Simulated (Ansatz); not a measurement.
The Se4–H5 bond of AlH3Se (SMILES [AlH2][SeH]) is stretched (multiplicity 1, the rest rigid).
Geometry at rest (charge 0, multiplicity 1):
```xyz
5

Al     0.36409     0.02746    -1.55731
H     -0.69852    -0.56977    -2.55207
H      1.74544     0.64239    -1.99375
Se    -0.20120    -0.03048     0.69658
H      1.06056     0.60674     1.10718
```

Frozen-core correlation. Filled d and f shells under p-block atoms count as core.

Codes used: Ansatz (an electronic-structure program) with Gaussian orbitals. Each number belongs to the level named beside it.

Energies above the point at 1.472 Å (the B3LYP-D3(BJ) bond length), FIC-MRCISD+Q on CASSCF(4,3)/def2-TZVPP (kcal/mol): 6.73 at 1.325 Å; 4.35 at 1.619 Å; 81.99 at 4.710 Å.

Task: Take the last value as the depth D of a Morse curve D(1 − e^(−a(R − R₀)))², fit a and R₀ to the two near points, and test it at 1.987 and 2.576 Å.

Result: 
With D = 82.0, both near points (counted from the curve's value at 1.472 Å) are met by a = 1.75 Å⁻¹ and R₀ = 1.469 Å, so k = 2Da² = 500 kcal/(mol Å²). The curve then gives 29.1 and 60.0 kcal/mol; the level itself gives 30.6 and 65.5, so Morse is off by -1.6 and -5.5.

Doubts at one or more of the structures used: active orbitals that take no part (FIC-MRCISD+Q on CASSCF(4,3)/def2-TZVPP).
